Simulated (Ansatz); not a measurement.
Molecule (SMILES): F[Si]F (closed-shell singlet).
Atoms: Si1, F2, F3. Bonds: Si1-F2, Si1-F3.

Basis-set convergence of the harmonic zero-point energy at B3LYP with Ansatz (a program for electronic structure). Each level at its own minimum, finite differences of forces, unscaled; the reference is a large set that could be run, not a limit. Cartesian d functions, on some or all atoms, in 6-311G**, 6-311+G**; all else is spherical. The program fits the integrals of some runs and decomposes those of others, by size. No added dispersion term, no relativity. Reference: the value in aug-pcseg-2, 2.88 kcal/mol. Deviations are taken from unrounded values.

| basis | functions | harmonic zero-point energy (kcal/mol) | minus reference (kcal/mol) |
|---|---|---|---|
| STO-3G | 19 | 3.14 | 0.27 |
| pcseg-0 | 31 | 2.84 | -0.03 |
| pcseg-1 | 46 | 2.83 | -0.05 |
| cc-pV(D+d)Z | 51 | 2.84 | -0.04 |
| 6-311G** | 63 | 2.88 | 0.00 |
| def2-SVPD | 70 | 2.78 | -0.09 |
| aug-pcseg-1 | 73 | 2.75 | -0.13 |
| 6-311+G** | 75 | 2.78 | -0.09 |
| 6-311++G(2d,2p) | 89 | 2.81 | -0.07 |
| cc-pV(T+d)Z | 99 | 2.89 | 0.01 |
| def2-TZVP | 99 | 2.89 | 0.02 |
| def2-TZVPP | 104 | 2.89 | 0.01 |
| def2-TZVPD | 123 | 2.87 | 0.00 |
| 6-311++G(3df,3pd) | 125 | 2.82 | -0.05 |
| def2-TZVPPD | 128 | 2.87 | 0.00 |
| aug-pcseg-2 | 142 | 2.88 | 0.00 |
| cc-pCVTZ | 145 | 2.89 | 0.01 |
| aug-cc-pV(T+d)Z | 147 | 2.86 | -0.02 |
